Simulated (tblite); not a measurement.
Compound: C4H6FNSi2.
InChI=1S/C4H6FNSi2/c1-3-4(5)7-8(3)2-6/h8H,7H2,1H3/t8-/m0/s1

Calculated harmonic vibrations of the isolated species, GFN2-xTB (tblite), most abundant isotopes, no scaling. The method is semi-empirical: single wavenumbers can be off by several per cent or more. Modes of hydrogen on silicon can be 10 to 20 % off.

Harmonic wavenumbers (cm⁻¹): 59.0, 66.2, 117.1, 131.4, 224.4, 253.5, 292.8, 301.9, 328.8, 347.4, 381.3, 396.3, 434.7, 494.0, 521.7, 532.9, 616.0, 626.8, 674.2, 766.1, 791.2, 1014.0, 1022.7, 1106.0, 1189.7, 1396.2, 1468.5, 1474.5, 1613.5, 2184.4, 2223.9, 2242.3, 2332.9, 2991.6, 3005.8, 3018.3.

A = 1993, B = 1039, C = 789.7 MHz; mass 143.002 u (most abundant isotopes); point group C1, symmetry number 1.

Zero-point energy?

½Σν̃ = 18321 cm⁻¹ = 52.38 kcal/mol.

Entropy at 400 K, 1 bar (ideal gas, RRHO, classical rotation)?

Translation 42.27, rotation 30.54, vibration 40.69: S = 113.5 cal/(mol K).

And Cp and H(400 K) − H(0)?

Cp = 46.11 cal/(mol K), of which vibrations give 38.17 (their classical limit is 36 R = 71.5); H(400 K) − H(0) = 11.70 kcal/mol without the zero-point energy, 8.52 from vibrations.

How do the functions run with temperature in this model?

| T (K) | S (cal/(mol K)) | Cp (cal/(mol K)) | H − H(0) (kcal/mol) | G − H(0) (kcal/mol) | ln q(vib) |
| --- | --- | --- | --- | --- | --- |
| 150 | 78.7 | 25.5 | 2.40 | -9.40 | 2.83 |
| 250 | 94.3 | 35.8 | 5.49 | -18.07 | 5.61 |
| 298.15 | 100.9 | 39.7 | 7.31 | -22.77 | 6.97 |
| 600 | 134.0 | 55.0 | 21.87 | -58.54 | 14.83 |
| 900 | 158.0 | 63.4 | 39.73 | -102.50 | 21.43 |

q(vib) and H(0) count from the zero-point level.

Which modes carry the vibrational entropy at 400 K?

59.0 cm⁻¹: 5.07; 66.2 cm⁻¹: 4.84; 117.1 cm⁻¹: 3.72; 131.4 cm⁻¹: 3.49; 224.4 cm⁻¹: 2.47; 253.5 cm⁻¹: 2.24 cal/(mol K); the other 30 give 18.86 together.

Blend soft modes into free rotors: weight 1/[1 + (100 cm⁻¹/ν̃)⁴] for the oscillator and the rest for a rotor with moment μB/(μ + B), μ = h/(8π²ν), B = 10⁻⁴⁴ kg m². What vibrational entropy results?

37.97 cal/(mol K) in place of 40.69, which changes −T·S at 400 K by +1.09 kcal/mol.

Hindered rotation and anharmonicity are outside this model. The structure is chiral; the term R ln 2 for an equal mix with its mirror image is left out.
